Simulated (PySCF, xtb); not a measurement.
Si(F)2(Me)(Cl) (CH₃ClF₂Si), SMILES Cl[Si](C)(F)F.

Harmonic wavenumbers (cm⁻¹) from GFN2-xTB in xtb at its own minimum, in rising order: 75, 142, 151, 204, 231, 261, 511, 752, 814, 835, 875, 884, 1383, 1457, 1460, 3040, 3044, 3049.

Problem. What does PySCF with B3LYP-D3(BJ)/def2-SVP give at its own minimum? (Estimate from the structure and the level; the computed values follow.)

Solution. 132, 179, 199, 253, 293, 331, 535, 729, 790, 812, 913, 973, 1289, 1425, 1427, 3043, 3140, 3143. Paired by order, the mean absolute difference is 50 cm⁻¹ and the zero-point energies are 27.4 and 28.0 kcal/mol.
